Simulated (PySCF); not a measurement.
# Successive ionisation energies of dysprosium

Calculated with PySCF 2.14, two-component X2C-1e (Gaussian nucleus, no Breit or QED terms), each ion in its own even-tempered basis; GMP2 freezes the deep shells of the larger ions and drops the highest virtual spinors; eV.

```csv
ion,configuration,GHF (screened spin-orbit),GMP2 (screened spin-orbit),NIST,kind
Dy²⁴⁺,[Kr] 4d6,827.36,827.73,827 ± 4,theoretical
Dy²⁵⁺,[Kr] 4d5,871.73,871.27,872 ± 4,theoretical
Dy²⁶⁺,[Kr] 4d4,923.28,923.99,924 ± 4,theoretical
Dy²⁷⁺,[Kr] 4d3,966.86,967.48,969 ± 4,theoretical
Dy²⁸⁺,[Kr] 4d2,1014.4,1014.6,1014 ± 4,theoretical
Dy²⁹⁺,[Kr] 4d1,1059.1,1059.3,1059 ± 4,theoretical
Dy³⁰⁺,[Kr],1227.8,1229.2,1232 ± 4,theoretical
Dy³¹⁺,[Ar] 3d10 4s2 4p5,1271.7,1273.0,1275 ± 4,theoretical
Dy³²⁺,[Ar] 3d10 4s2 4p4,1320.7,1321.6,1325 ± 4,theoretical
Dy³³⁺,[Ar] 3d10 4s2 4p3,1366.2,1367.1,1371 ± 5,theoretical
Dy³⁴⁺,[Ar] 3d10 4s2 4p2,1463.5,1465.2,1468 ± 5,theoretical
Dy³⁵⁺,[Ar] 3d10 4s2 4p1,1514.6,1515.3,1520 ± 5,theoretical
```
